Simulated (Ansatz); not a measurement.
Molecular dynamics of CH6O3Si

input.yaml

```yaml
crystal:
  periodic: [false, false, false]
  atoms:
    - { symbol: Si, position_ang: [-0.041467, -0.133359, 0.182658] }
    - { symbol: C, position_ang: [0.025812, 0.036349, 2.05617] }
    - { symbol: H, position_ang: [-0.981379, 0.167923, 2.484998] }
    - { symbol: H, position_ang: [0.482967, -0.84966, 2.526722] }
    - { symbol: H, position_ang: [0.627993, 0.914433, 2.343053] }
    - { symbol: O, position_ang: [1.542804, 0.085581, -0.456997] }
    - { symbol: H, position_ang: [1.513329, -0.487767, -1.317158] }
    - { symbol: O, position_ang: [-1.170718, 1.082971, -0.293968] }
    - { symbol: H, position_ang: [-1.149267, 1.0369, -1.327447] }
    - { symbol: O, position_ang: [-0.495427, -1.67889, -0.452462] }
    - { symbol: H, position_ang: [-1.447448, -1.822981, -0.077269] }
basis:
  gaussian: { orbitals: STO-3G }
hamiltonian:
  xc: pbe
md:
  timestep: 3.0
  n_steps: 40
  ensemble: nve
  temperature: 500.0
  initial_velocities: maxwell_boltzmann
  seed: 746760
```

Command:

```bash
$ ansatz run input.yaml --threads 1 --pin off --max-ram 2048MiB --backend cpu --events-out ev --progress --plain --runs-dir out
```

It starts from a relaxed structure.

Output, in part (step lines, the closing report, with atoms numbered from 0):

```
md step     0: t =     0.00 fs  T =   500.0 K  F+E_penalty+E_count = -14952.45457087 eV  E_kin = 0.581670 eV  conserved = -14951.87290088 eV  (23 SCF iters)
md step     1: t =     3.00 fs  T =   397.8 K  F+E_penalty+E_count = -14951.93830595 eV  E_kin = 0.462799 eV  conserved = -14951.47550700 eV  (27 SCF iters)
md step     2: t =     6.00 fs  T =   268.1 K  F+E_penalty+E_count = -14951.11138635 eV  E_kin = 0.311844 eV  conserved = -14950.79954241 eV  (28 SCF iters)
md step     3: t =     9.00 fs  T =   459.9 K  F+E_penalty+E_count = -14951.38242898 eV  E_kin = 0.534976 eV  conserved = -14950.84745269 eV  (27 SCF iters)
md step     4: t =    12.00 fs  T =  3614.2 K  F+E_penalty+E_count = -14949.92139806 eV  E_kin = 4.204553 eV  conserved = -14945.71684460 eV  (32 SCF iters)
md step     5: t =    15.00 fs  T = 16909.4 K  F+E_penalty+E_count = -14944.54159863 eV  E_kin = 19.671357 eV  conserved = -14924.87024139 eV  (56 SCF iters)
md step     6: t =    18.00 fs  T = 17656.8 K  F+E_penalty+E_count = -14940.40494213 eV  E_kin = 20.540841 eV  conserved = -14919.86410138 eV  (119 SCF iters)
md step     7: t =    21.00 fs  T = 15730.9 K  F+E_penalty+E_count = -14938.42800234 eV  E_kin = 18.300383 eV  conserved = -14920.12761919 eV  (58 SCF iters)
md step     8: t =    24.00 fs  T = 15122.9 K  F+E_penalty+E_count = -14937.76996457 eV  E_kin = 17.593034 eV  conserved = -14920.17693047 eV  (73 SCF iters)
md step     9: t =    27.00 fs  T = 14869.4 K  F+E_penalty+E_count = -14937.56176976 eV  E_kin = 17.298205 eV  conserved = -14920.26356437 eV  (678 SCF iters)
md step    10: t =    30.00 fs  T = 14704.9 K  F+E_penalty+E_count = -14937.20600452 eV  E_kin = 17.106799 eV  conserved = -14920.09920585 eV  (123 SCF iters)
md step    11: t =    33.00 fs  T = 14611.6 K  F+E_penalty+E_count = -14937.11985561 eV  E_kin = 16.998251 eV  conserved = -14920.12160483 eV  (127 SCF iters)
md step    12: t =    36.00 fs  T = 14521.9 K  F+E_penalty+E_count = -14937.07316283 eV  E_kin = 16.893901 eV  conserved = -14920.17926146 eV  (107 SCF iters)
md step    13: t =    39.00 fs  T = 14470.7 K  F+E_penalty+E_count = -14937.11353691 eV  E_kin = 16.834288 eV  conserved = -14920.27924914 eV  (104 SCF iters)
md step    14: t =    42.00 fs  T = 14459.6 K  F+E_penalty+E_count = -14937.18966662 eV  E_kin = 16.821479 eV  conserved = -14920.36818772 eV  (104 SCF iters)
md step    15: t =    45.00 fs  T = 14481.1 K  F+E_penalty+E_count = -14937.16704974 eV  E_kin = 16.846386 eV  conserved = -14920.32066363 eV  (132 SCF iters)
md step    16: t =    48.00 fs  T = 14536.6 K  F+E_penalty+E_count = -14937.07049220 eV  E_kin = 16.910988 eV  conserved = -14920.15950404 eV  (149 SCF iters)
md step    17: t =    51.00 fs  T = 14656.3 K  F+E_penalty+E_count = -14937.14964375 eV  E_kin = 17.050212 eV  conserved = -14920.09943180 eV  (41 SCF iters)
md step    18: t =    54.00 fs  T = 14958.6 K  F+E_penalty+E_count = -14937.59835916 eV  E_kin = 17.401919 eV  conserved = -14920.19644031 eV  (38 SCF iters)
md step    19: t =    57.00 fs  T = 15406.7 K  F+E_penalty+E_count = -14938.13532504 eV  E_kin = 17.923236 eV  conserved = -14920.21208881 eV  (46 SCF iters)
md step    20: t =    60.00 fs  T = 16020.5 K  F+E_penalty+E_count = -14938.93331389 eV  E_kin = 18.637302 eV  conserved = -14920.29601164 eV  (44 SCF iters)
md step    21: t =    63.00 fs  T = 16527.6 K  F+E_penalty+E_count = -14939.53900487 eV  E_kin = 19.227255 eV  conserved = -14920.31174990 eV  (44 SCF iters)
md step    22: t =    66.00 fs  T = 16437.2 K  F+E_penalty+E_count = -14939.51232494 eV  E_kin = 19.122023 eV  conserved = -14920.39030214 eV  (43 SCF iters)
md step    23: t =    69.00 fs  T = 16022.5 K  F+E_penalty+E_count = -14938.90707952 eV  E_kin = 18.639651 eV  conserved = -14920.26742833 eV  (58 SCF iters)
md step    24: t =    72.00 fs  T = 16484.6 K  F+E_penalty+E_count = -14939.53215536 eV  E_kin = 19.177155 eV  conserved = -14920.35500030 eV  (46 SCF iters)
md step    25: t =    75.00 fs  T = 16972.9 K  F+E_penalty+E_count = -14940.10042056 eV  E_kin = 19.745269 eV  conserved = -14920.35515151 eV  (47 SCF iters)
md step    26: t =    78.00 fs  T = 16564.2 K  F+E_penalty+E_count = -14939.54144864 eV  E_kin = 19.269799 eV  conserved = -14920.27164921 eV  (39 SCF iters)
md step    27: t =    81.00 fs  T = 15804.3 K  F+E_penalty+E_count = -14938.52160138 eV  E_kin = 18.385752 eV  conserved = -14920.13584977 eV  (38 SCF iters)
md step    28: t =    84.00 fs  T = 15330.9 K  F+E_penalty+E_count = -14937.97099177 eV  E_kin = 17.835075 eV  conserved = -14920.13591669 eV  (39 SCF iters)
md step    29: t =    87.00 fs  T = 15193.5 K  F+E_penalty+E_count = -14937.89689034 eV  E_kin = 17.675169 eV  conserved = -14920.22172158 eV  (47 SCF iters)
md step    30: t =    90.00 fs  T = 15127.2 K  F+E_penalty+E_count = -14937.59818357 eV  E_kin = 17.598118 eV  conserved = -14920.00006606 eV  (51 SCF iters)
md step    31: t =    93.00 fs  T = 15326.2 K  F+E_penalty+E_count = -14937.88672327 eV  E_kin = 17.829590 eV  conserved = -14920.05713311 eV  (63 SCF iters)
md step    32: t =    96.00 fs  T = 15720.5 K  F+E_penalty+E_count = -14938.49407118 eV  E_kin = 18.288326 eV  conserved = -14920.20574517 eV  (49 SCF iters)
md step    33: t =    99.00 fs  T = 15954.0 K  F+E_penalty+E_count = -14938.33927338 eV  E_kin = 18.559913 eV  conserved = -14919.77936051 eV  (48 SCF iters)
md step    34: t =   102.00 fs  T = 16121.3 K  F+E_penalty+E_count = -14938.32086065 eV  E_kin = 18.754603 eV  conserved = -14919.56625788 eV  (47 SCF iters)
md step    35: t =   105.00 fs  T = 16582.6 K  F+E_penalty+E_count = -14938.58279829 eV  E_kin = 19.291191 eV  conserved = -14919.29160770 eV  (49 SCF iters)
md step    36: t =   108.00 fs  T = 17353.6 K  F+E_penalty+E_count = -14936.54821466 eV  E_kin = 20.188148 eV  conserved = -14916.36006655 eV  (101 SCF iters)
md step    37: t =   111.00 fs  T = 18609.0 K  F+E_penalty+E_count = -14934.22919638 eV  E_kin = 21.648616 eV  conserved = -14912.58058066 eV  (77 SCF iters)
md step    38: t =   114.00 fs  T = 17825.0 K  F+E_penalty+E_count = -14934.20075725 eV  E_kin = 20.736584 eV  conserved = -14913.46417355 eV  (48 SCF iters)
md step    39: t =   117.00 fs  T = 20573.4 K  F+E_penalty+E_count = -14932.25362427 eV  E_kin = 23.933869 eV  conserved = -14908.31975521 eV  (47 SCF iters)
md step    40: t =   120.00 fs  T = 46856.9 K  F+E_penalty+E_count = -14922.99263913 eV  E_kin = 54.510546 eV  conserved = -14868.48209302 eV  (546 SCF iters)
Total energy: -14922.99267508 eV, -548.4098656415 hartree
Atom 0 at     0.155337     0.065989     0.464254 Å, force     0.449155    -2.503397    -4.202551 eV/Å
Atom 1 at     0.443747     0.185299     3.310666 Å, force    31.288024    11.895404   -39.153592 eV/Å
Atom 2 at    -0.009559     0.041034     3.874129 Å, force   -28.237367    -8.220568    33.649002 eV/Å
Atom 3 at     2.079790    -1.520084     1.897162 Å, force    -1.324764     0.982229     0.475835 eV/Å
Atom 4 at     1.900817     1.576685     3.820671 Å, force    -3.100227    -2.915436    -0.895322 eV/Å
Atom 5 at    -0.128551     0.783223     1.900203 Å, force     0.277147    -0.390943     7.422481 eV/Å
Atom 6 at    -0.593953   -25.054428   -54.770819 Å, force     0.000007     0.000008     0.000001 eV/Å
Atom 7 at    -0.723221     1.138342    -0.584004 Å, force     0.029679     0.694258     1.165573 eV/Å
Atom 8 at    -0.420838     0.878336    -1.527015 Å, force     0.182977    -0.475828    -0.272837 eV/Å
Atom 9 at     0.454801    -1.293579    -0.431827 Å, force     0.435237     0.934235     1.811376 eV/Å
Atom 10 at   -10.030321    -2.359284    -4.592831 Å, force     0.000131     0.000037     0.000034 eV/Å
Dipole moment:     0.070673     0.600200     0.750155 e Å
```

The run went to its last step. The conserved energy changed by up to 7600 meV per atom, so the integration failed: the time step of 3 fs is too long for the fastest motions that this run met, and the later frames carry no physical meaning.

Parted: Si1–C2 1.88 → 2.86 Å, C2–H4 1.10 → 2.75 Å, C2–H5 1.10 → 2.08 Å, O6–H7 1.03 → 62.28 Å, O10–H11 1.03 → 11.33 Å. It ends as CH2O3Si + H + H + H + H. Pairs count as bonded within 1.25 times the sum of covalent radii (0.12 Å more for H–H).

Last frame:

```xyz
11
Properties=species:S:1:pos:R:3
Si 0.155 0.066 0.464
C 0.444 0.185 3.311
H -0.010 0.041 3.874
H 2.080 -1.520 1.897
H 1.901 1.577 3.821
O -0.129 0.783 1.900
H -0.594 -25.054 -54.771
O -0.723 1.138 -0.584
H -0.421 0.878 -1.527
O 0.455 -1.294 -0.432
H -10.030 -2.359 -4.593
```

The run took 120 s on 1 thread of Arm Neoverse V1, with other jobs on the host, peak memory 0.09 GiB.
